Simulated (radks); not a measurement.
Values are calculated unless marked as measured or tabulated.
How relativity changes the ionisation of neutral iridium ([Xe] 4f14 5d7 6s2) to Ir+ ([Xe] 4f14 5d7 6s1). Spin-unpolarised spherical Kohn-Sham, BLYP, point nucleus unless stated (finite: rms radius 5.4032 fm), a radial shooting solver on a logarithmic mesh with Libxc functionals. A level marked "c x" has the speed of light scaled by that factor and shares open shells by 2j + 1; other Dirac levels either fill j = l - 1/2 first or share by 2j + 1.

\begin{tabular}{lrrrrr}
level & E(Ir) (hartree) & E(Ir+) (hartree) & IE (eV) & HOMO & <r> HOMO (bohr) \\ \hline
non-rel. & -16810.5978 & -16810.2949 & 8.241 & 6s & 3.287 \\
scalar-rel. & -17828.5414 & -17828.1796 & 9.847 & 6s & 2.911 \\
scalar-rel., finite nucleus & -17825.0918 & -17824.7301 & 9.842 & 6s & 2.912 \\
Dirac, 2j+1 shares & -17859.0338 & -17858.6717 & 9.854 & 6s1/2 & 2.912 \\
Dirac, low j first & -17859.0876 & -17858.7272 & 9.806 & 6s1/2 & 2.919 \\
Dirac, 2j+1 shares, finite nucleus & -17855.5477 & -17855.1858 & 9.850 & 6s1/2 & 2.913 \\
Dirac, c x 1.5 & -17232.6610 & -17232.3362 & 8.839 & 6s1/2 & 3.130 \\
Dirac, c x 5 & -16846.2720 & -16845.9674 & 8.289 & 6s1/2 & 3.274 \\
Dirac, c x 100 & -16810.6864 & -16810.3836 & 8.241 & 6s1/2 & 3.287 \\
\end{tabular}

NIST Atomic Spectra Database: 8.967 eV (measured). The relativistic part of the total energy of Ir is -1045 hartree (Dirac, 2j+1 shares, finite nucleus), 6.2 % of the non-relativistic value. Spin polarisation and multiplet splitting of open shells are left out at every level.

Beside tabulated values, note that relativity, absent from the non-relativistic runs, is large for the heavy elements, and spin-unpolarised runs miss the spin-polarisation part of the exchange energy of open shells.
